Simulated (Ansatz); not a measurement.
One change: `C[S][SnH2][Cl]` becomes `[SH][SnH2][Cl]`.

Ansatz, PBE0-D4/def2-TZVP geometries, multiplicity 1. Each molecule was computed in one conformer, which needn't be the lowest.

Elements past krypton have def2 core potentials.

| property | `C[S][SnH2][Cl]` |
| --- | --- |
| LUMO energy (B3LYP/def2-TZVPP) / eV | -1.30 |
| HOMO energy (PBE0/def2-TZVPP) / eV | -7.17 |
| size of the dipole moment (ωB97M-V/def2-TZVPP) / D | 2.00 |
| ideal-gas entropy at 298 K and 1 bar (rigid rotor, harmonic PBE0-D4/def2-TZVP) / J/(mol·K) | 372 |
| HOMO–LUMO gap (PBE/def2-TZVPP) / eV | 4.05 |
| LUMO energy (ωB97M-V/def2-TZVPP) / eV | 0.82 |

Question: What does the change do to each property? (An estimate is asked.)

Answer: The calculation gave: 
```csv
property,`[SH][SnH2][Cl]`,shift
LUMO energy (B3LYP/def2-TZVPP) / eV,-1.46,-0.16
HOMO energy (PBE0/def2-TZVPP) / eV,-7.79,-0.62
size of the dipole moment (ωB97M-V/def2-TZVPP) / D,2.17,0.17
"ideal-gas entropy at 298 K and 1 bar (rigid rotor, harmonic PBE0-D4/def2-TZVP) / J/(mol·K)",335,-37
HOMO–LUMO gap (PBE/def2-TZVPP) / eV,4.48,0.43
LUMO energy (ωB97M-V/def2-TZVPP) / eV,0.72,-0.10
```

With PBE0 the HOMO falls by 0.62 eV and the LUMO falls by 0.15 eV, so the gap widens by about 0.47 eV. PBE moves the HOMO by -0.59 eV and ωB97M-V by -0.63 eV. The zero-point energy changes by -78.4 kJ/mol with -9 modes. Dipoles are sizes alone; their direction can turn. Modes under 60 cm⁻¹, often nearly free rotors, make the harmonic entropy too high.

B3LYP here is the variant with VWN-RPA as its local correlation; programs differ in this.
